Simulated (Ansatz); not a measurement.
Abridged output of a molecular run in Ansatz:

```
Functional definition: HF
1673 factors; integrals over basis functions are off by at most 9.8e-4 eV
mean field evaluation 1: about -20852.8758 eV, gradient 5.6e1 eV
mean field evaluation 2: about -20853.1486 eV, gradient 5.7e1 eV
mean field evaluation 4: about -20859.3038 eV, gradient 4.2e0 eV
mean field evaluation 8: about -20859.3752 eV, gradient 2.7e-1 eV
mean field -20859.37537743 eV, -766.5679061280 hartree, gradient 9.1e-6 eV, S^2 0.000000; 0 other end points of the search recorded, 0 dependent functions left out
13 core orbitals not correlated: weight in the atoms' cores, before any rotation towards them, 1.000 or more for the frozen orbitals, at most 0.000 for the correlated occupied ones
reference -20859.37537743 eV, -766.5679061280 hartree; 16, 16 occupied and 260, 260 virtual orbitals, 1673 factors
second order -24.79393363 eV of doubles, -0.00000000 eV of singles
cycle   1  -25.32860787 eV  change   -5.3e-1 eV  update   1.0e-1
cycle   2  -25.92604495 eV  change   -6.0e-1 eV  update   2.9e-2
cycle   3  -26.04960502 eV  change   -1.2e-1 eV  update   1.4e-2
cycle   4  -26.03687861 eV  change    1.3e-2 eV  update   3.3e-3
cycle   5  -26.03633039 eV  change    5.5e-4 eV  update   1.5e-3
cycle   6  -26.03682051 eV  change   -4.9e-4 eV  update   4.3e-4
cycle   7  -26.03655123 eV  change    2.7e-4 eV  update   1.5e-4
cycle   8  -26.03651400 eV  change    3.7e-5 eV  update   4.5e-5
cycle   9  -26.03652331 eV  change   -9.3e-6 eV  update   1.6e-5
perturbative correction -0.92179219 eV, -0.0338752380 hartree
Total energy: -20886.33369292 eV, -767.5586059494 hartree
```

Its atoms:

Z-matrix (Å, degrees):
```
Si
O 1 1.638
N 1 1.706 2 116.0
H 1 1.484 2 108.4 3 119.4
H 1 1.481 2 105.7 3 -119.9
Si 2 1.638 1 141.6 3 -38.3
H 3 1.005 1 122.2 2 85.6
H 3 1.006 1 122.7 2 -73.7
N 6 1.706 2 116.0 1 -37.3
H 6 1.484 2 108.5 1 82.2
H 6 1.481 2 105.7 1 -157.2
H 9 1.006 6 122.8 2 -73.9
H 9 1.005 6 122.3 2 86.0
```

Which basis set was used?
A. cc-pV(Q+d)Z
B. def2-TZVPP
C. def2-SVP
D. def2-TZVPPD

B. It gives 289 functions.

Write the keys of the input that set method, charge and spin (a neutral closed shell needs none for the last two).


```yaml
correlation: {method: ccsd_t}
```
